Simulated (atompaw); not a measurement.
boron PAW (atompaw): all-electron and pseudo phase curves

* Element: B
* Generator: atompaw 4.2.0.5
* Type: PAW
* Functional: LDA (PW92)
* Relativity: scalar-relativistic
* Frozen core: [He]
* Valence charge: 3
* Reference configuration: 2s2 2p1
* Partial waves: 2s (bound): rc 3.00 bohr; 2s channel at 0.5 Ry: rc 1.40 bohr; 2p (bound): rc 3.00 bohr; 2p channel at 0.55 Ry: rc 3.00 bohr; 3d channel at -0.1 Ry: rc 2.90 bohr; 3d channel at 0.5 Ry: rc 3.00 bohr
* Local potential: bessel scheme, radius 2.50 bohr
* Core correction: smooth core density matched at 2.90 bohr
* Augmentation charge: sinc compensation charge, radius 2.60 bohr; PAW radius 3.00 bohr; waves and projectors: custom polynom2 7 10 vanderbiltortho

The phase is arctan(r·u′/u) with u = r·R(r), unwrapped; energies in Ry, scanned from -3 to 5 Ry. A pole is an energy at which the radial function vanishes at the test radius. The pseudo phase is shifted by a multiple of π to meet the all-electron one at the reference energy, and phase errors are pseudo minus all-electron; the curves can meet again beyond the range given. Levels narrower than the energy grid can be missing from the lists of poles.

Task: For each channel, where are the poles, and over which energies does the pseudopotential scatter like the atom?

Result:

```json
{"channel": "s", "radius (bohr)": "3.02", "reference energy (Ry)": "-0.69", "poles, all-electron": "-0.38, 3.72", "poles, pseudo": "-0.39, 1.79", "unbroken range about the reference energy with phases within 0.05 rad": "below 0.9", "phase error 1 Ry above the reference energy (rad)": "-0.001"}
{"channel": "p", "radius (bohr)": "3.02", "reference energy (Ry)": "-0.27", "poles, all-electron": "0.08, 3.50", "poles, pseudo": "0.09, 4.61", "unbroken range about the reference energy with phases within 0.05 rad": "below 1.3", "phase error 1 Ry above the reference energy (rad)": "+0.000"}
{"channel": "d", "radius (bohr)": "3.02", "reference energy (Ry)": "-0.10", "poles, all-electron": "2.28", "poles, pseudo": "2.02, 3.70", "unbroken range about the reference energy with phases within 0.05 rad": "below 2.0", "phase error 1 Ry above the reference energy (rad)": "-0.003"}
```

Phases in the p channel:

```json
{"E (Ry)": "-3.00", "all-electron": "1.371", "pseudo": "1.375"}
{"E (Ry)": "-2.76", "all-electron": "1.362", "pseudo": "1.365"}
{"E (Ry)": "-2.52", "all-electron": "1.351", "pseudo": "1.354"}
{"E (Ry)": "-2.28", "all-electron": "1.337", "pseudo": "1.341"}
{"E (Ry)": "-2.04", "all-electron": "1.321", "pseudo": "1.325"}
{"E (Ry)": "-1.80", "all-electron": "1.301", "pseudo": "1.305"}
{"E (Ry)": "-1.56", "all-electron": "1.275", "pseudo": "1.279"}
{"E (Ry)": "-1.32", "all-electron": "1.239", "pseudo": "1.243"}
{"E (Ry)": "-1.08", "all-electron": "1.183", "pseudo": "1.187"}
{"E (Ry)": "-0.84", "all-electron": "1.082", "pseudo": "1.086"}
{"E (Ry)": "-0.60", "all-electron": "0.829", "pseudo": "0.833"}
{"E (Ry)": "-0.36", "all-electron": "-0.253", "pseudo": "-0.253"}
{"E (Ry)": "-0.12", "all-electron": "-1.331", "pseudo": "-1.331"}
{"E (Ry)": "0.12", "all-electron": "-1.597", "pseudo": "-1.596"}
{"E (Ry)": "0.36", "all-electron": "-1.724", "pseudo": "-1.724"}
{"E (Ry)": "0.60", "all-electron": "-1.828", "pseudo": "-1.828"}
{"E (Ry)": "0.84", "all-electron": "-1.948", "pseudo": "-1.946"}
{"E (Ry)": "1.08", "all-electron": "-2.134", "pseudo": "-2.123"}
{"E (Ry)": "1.32", "all-electron": "-2.513", "pseudo": "-2.454"}
{"E (Ry)": "1.56", "all-electron": "-3.289", "pseudo": "-3.103"}
{"E (Ry)": "1.80", "all-electron": "-3.983", "pseudo": "-3.800"}
{"E (Ry)": "2.04", "all-electron": "-4.297", "pseudo": "-4.169"}
{"E (Ry)": "2.28", "all-electron": "-4.450", "pseudo": "-4.351"}
{"E (Ry)": "2.52", "all-electron": "-4.540", "pseudo": "-4.455"}
{"E (Ry)": "2.76", "all-electron": "-4.600", "pseudo": "-4.522"}
{"E (Ry)": "3.00", "all-electron": "-4.644", "pseudo": "-4.568"}
{"E (Ry)": "3.24", "all-electron": "-4.680", "pseudo": "-4.603"}
{"E (Ry)": "3.48", "all-electron": "-4.710", "pseudo": "-4.631"}
{"E (Ry)": "3.72", "all-electron": "-4.737", "pseudo": "-4.653"}
{"E (Ry)": "3.96", "all-electron": "-4.763", "pseudo": "-4.672"}
{"E (Ry)": "4.20", "all-electron": "-4.790", "pseudo": "-4.688"}
{"E (Ry)": "4.44", "all-electron": "-4.819", "pseudo": "-4.703"}
{"E (Ry)": "4.68", "all-electron": "-4.853", "pseudo": "-4.716"}
{"E (Ry)": "4.92", "all-electron": "-4.894", "pseudo": "-4.728"}
```
